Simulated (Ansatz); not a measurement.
(AgOH)2 ring (Ag₂O₂H₂) was relaxed with PBE-D4 (def2-SVP) in Ansatz in these states: charge +1 doublet, neutral singlet. The geometries follow in no particular order.

In the def2 sets Ag takes a core potential; there is no spin–orbit coupling.

A:

```xyz
6

Ag    1.464    0.016    0.431
O    -0.283    1.142    1.109
Ag   -1.488   -0.335    0.038
O     0.258   -1.465   -0.636
H    -0.329    2.021    0.667
H     0.378   -1.379   -1.609
```

B:

```
atom   x (Å)   y (Å)   z (Å)
 Ag1  -0.871  -0.742   0.837
  O2  -0.979  -0.512  -1.391
 Ag3   1.030   0.357  -0.906
  O4   1.222  -0.075   1.287
  H5  -1.601   0.207  -1.617
  H6   1.198   0.764   1.789
```

Task: Judge from the bond lengths which geometry belongs to which state (an estimate).

Result: A is the charge +1 doublet (Ag1–Ag3 2.998 Å, Ag3–O4 2.187 Å, Ag1–O2 2.187 Å); B is the neutral singlet (Ag1–Ag3 2.804 Å, Ag3–O4 2.242 Å, Ag1–O2 2.242 Å).
